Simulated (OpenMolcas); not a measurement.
# V4+: effect of the ligand basis

V4+ with 6 ligands (fluoride) in octahedral coordination (Oh) at 1.89 Å. A charge of +0.333 e stands 2.8 Å behind each ligand.

* Program: OpenMolcas
* Method: SS-CASPT2, IPEA 0.25 Eh, imaginary shift 0.1 Eh (closed shells correlated: 3s 3p and the ligand valence shells)
* Spin-orbit coupling: RASSI with atomic mean-field integrals over the reference wave functions

Fixed: metal basis ANO-RCC-VTZP, active space 1 electron in 5 orbitals (3d), DKH2 Hamiltonian.

States (labels of O, the rotations of Oh). Energies in cm-1 above the lowest state or level, χT in cm3 K/mol; under a threefold ground state the first gap can be a small split of the lowest multiplet, not the spin-orbit step; 10Dq is the gap between the two states.

| Run | Ligand basis | Ground state | First state of that spin | 10Dq | First gap with spin-orbit (degeneracies) | χT at 300 K | Cost |
| --- | --- | --- | --- | --- | --- | --- | --- |
| A | ANO-RCC-VDZP | 2T2 | 2E 21440 | 21441 | 330 (4, 2) | 0.365 | roughly 14 core-seconds |
| B | ANO-RCC-VTZP | 2T2 | 2E 21000 | 20995 | 330 (4, 2) | 0.366 | roughly 60 core-seconds |

Against A, |10Dq| changes by -2.1 % in B.

Costs are those of the CASPT2 steps.

Over all roots computed the reference weight is 0.70 in A, 0.70 in B; a low but even weight reflects the number of correlated electrons. An orbital triplet at a regular site is open to Jahn-Teller coupling, which can distort the site and quench the lowest spin-orbit gaps and is left out. Ligand-to-metal charge-transfer states are missing. With one d shell and no ligand orbital active, 10Dq can be off by a tenth or more. The least metal-like active orbital is 83 % on the metal (Löwdin) and no ligand orbital is active, so the numbers are rough (holds for A). The least metal-like active orbital is 81 % on the metal (Löwdin) and no ligand orbital is active, so the numbers are rough (holds for B). No measured value stands beside these numbers; the geometry was imposed, not optimised, and the real ion may take another.
